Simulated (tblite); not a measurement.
Species: C4H6P3 (charge -1).
SMILES with atom numbers: `[CH3:1][CH2:2][c:3]1[p:4][p:5][cH:6][p-:7]1` (hydrogens: H8, H9, H10 on C1; H11, H12 on C2; H13 on C6)

Cartesian coordinates in Å at the GFN2-xTB level; atoms count from 1:
```xyz
13
C4H6P3 angstrom
C     -1.9505    0.3096    0.4525
C     -1.1040   -0.3403   -0.6395
C      0.3595   -0.3248   -0.2726
P      1.0062   -1.6287    0.6774
P      2.9761   -0.9494    0.8707
C      2.8143    0.5152   -0.0252
P      1.3403    1.0320   -0.7632
H     -1.6317    1.3403    0.6014
H     -1.8142   -0.2285    1.3889
H     -3.0092    0.2996    0.1872
H     -1.4363   -1.3723   -0.7844
H     -1.2479    0.2056   -1.5780
H      3.6931    1.1421   -0.1331
```

Level: GFN2-xTB in tblite, geometry and Hessian alike; calculated harmonic values, unscaled, isolated species. Errors from tens to a few hundred cm⁻¹ against measured bands are possible. One conformer, not necessarily the lowest.

Harmonic wavenumbers (cm⁻¹): 35.3, 107.2, 200.0, 221.7, 278.3, 289.1, 364.1, 438.5, 485.4, 576.8, 623.0, 675.7, 794.0, 802.0, 931.0, 956.9, 988.5, 1073.7, 1133.4, 1167.5, 1173.6, 1256.9, 1311.1, 1394.4, 1473.5, 1496.0, 1508.3, 2921.1, 2942.0, 2973.3, 2986.6, 3012.2, 3020.8.

A = 2580, B = 1234, C = 899.1 MHz; mass 146.968 u (most abundant isotopes); point group C1, symmetry number 1.

Q: What is the zero-point energy?

A: ½Σν̃ = 19806 cm⁻¹ = 236.93 kJ/mol.

Q: Entropy at 298.15 K, 1 bar (ideal gas, RRHO, classical rotation)?

A: Translation 171.09, rotation 121.79, vibration 87.36: S = 380.2 J/(mol K).

Q: And Cp and H(298.15 K) − H(0)?

A: Cp = 126.90 J/(mol K), of which vibrations give 93.64 (their classical limit is 33 R = 274.4); H(298.15 K) − H(0) = 23.77 kJ/mol without the zero-point energy, 13.86 from vibrations.

Q: How do the functions run with temperature in this model?

A: 
| T (K) | S (J/(mol K)) | Cp (J/(mol K)) | H − H(0) (kJ/mol) | G − H(0) (kJ/mol) | ln q(vib) |
| --- | --- | --- | --- | --- | --- |
| 50 | 244.0 | 46.7 | 1.98 | -10.22 | 0.50 |
| 100 | 281.4 | 63.7 | 4.73 | -23.41 | 1.30 |
| 373.15 | 411.0 | 148.0 | 34.10 | -119.28 | 6.32 |
| 500 | 458.7 | 177.6 | 54.84 | -174.50 | 8.68 |
| 750 | 538.8 | 217.1 | 104.60 | -299.53 | 13.12 |
| 1000 | 605.0 | 242.1 | 162.22 | -442.76 | 17.18 |

q(vib) and H(0) count from the zero-point level.

Q: Blend soft modes into free rotors: weight 1/[1 + (100 cm⁻¹/ν̃)⁴] for the oscillator and the rest for a rotor with moment μB/(μ + B), μ = h/(8π²ν), B = 10⁻⁴⁴ kg m². What vibrational entropy results?

A: 79.83 J/(mol K) in place of 87.36, which changes −T·S at 298.15 K by +2.25 kJ/mol.

Q: Which modes carry the vibrational entropy at 298.15 K?

A: 35.3 cm⁻¹: 23.04; 107.2 cm⁻¹: 13.89; 200.0 cm⁻¹: 8.92; 221.7 cm⁻¹: 8.14; 278.3 cm⁻¹: 6.46; 289.1 cm⁻¹: 6.19 J/(mol K); the other 27 give 20.72 together.

Hindered rotation and anharmonicity are outside this model. Other conformers, if any are populated, would add a mixing term that is left out. The structure is chiral; the term R ln 2 for an equal mix with its mirror image is left out.
